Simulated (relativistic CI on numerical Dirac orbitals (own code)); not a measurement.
# Cu4+: L2,3 absorption edge

Computed with this model: Dirac-Coulomb-Breit CI, separate exchange-only KLI orbitals for each configuration, model QED (radiative potential, 1s self-energy scaled to tabulated hydrogen-like ionisation energies), valence Slater integrals scaled by 0.8, multiplet model of core-to-valence dipole absorption; configurations [Ar] 3d7 → [He] 2s2 2p5 3s2 3p6 3d8; 300 K; Lorentzian 0.6 eV and Gaussian 0.3 eV FWHM. Energies are those of the free ion, without screening or charge transfer. The branching ratio is the share of the lower-energy edge in the whole absorption, uncertain by about 0.02 where the edges overlap. S is read from ⟨S²⟩ = S(S + 1).

Field parameters in Wybourne normalisation: Td as Oh with Dq negative (B⁴₀ = 21Dq, B⁴₄ = √(5/14) B⁴₀). The field is a parameter set, without covalency.

Computed curve for Td, 10Dq = -5000 cm⁻¹, scaled to 100 at the maximum (points under 2 are left out and the grid is thinned):

Energy (eV), Intensity and a bar:
```
    933.2        2.1 
    933.5        2.5 
    933.8        3.0 
    934.1        3.7 #
    934.4        4.8 #
    934.7        6.5 #
    935.1       11.5 ###
    935.4       21.5 ######
    935.7       39.9 ############
    936.0       46.4 ##############
    936.3       55.8 ################
    936.6       84.4 #########################
    936.9       85.7 ##########################
    937.2       70.3 #####################
    937.5       85.8 ##########################
    937.8      100.0 ##############################
    938.1       96.0 #############################
    938.4       93.5 ############################
    938.8       73.9 ######################
    939.1       64.8 ###################
    939.4       58.4 #################
    939.7       35.2 ##########
    940.0       24.2 #######
    940.3       20.0 #####
    940.6       21.6 ######
    940.9       23.0 ######
    941.2       21.9 ######
    941.5       18.5 #####
    941.8       13.4 ###
    942.1       12.2 ###
    942.5       12.1 ###
    942.8       10.0 ##
    943.1        6.3 #
    943.4        4.4 #
    943.7        3.8 #
    944.0        2.7 
    955.9        2.1 
    956.2        3.0 
    956.5        4.9 #
    956.8        8.9 ##
    957.1       12.1 ###
    957.4       16.9 #####
    957.8       26.6 ########
    958.1       33.4 ##########
    958.4       48.4 ##############
    958.7       47.9 ##############
    959.0       31.9 #########
    959.3       16.7 ####
    959.6        9.3 ##
    959.9        6.4 #
    960.2        5.5 #
    960.5        7.1 ##
    960.8       10.1 ##
    961.1        9.2 ##
    961.5        6.9 #
    961.8        8.4 ##
    962.1        7.0 ##
    962.4        3.8 #
    962.7        2.6 
    963.0        2.1
```

The ground state has S = 1.50, and the centroid lies at 942.59 eV.
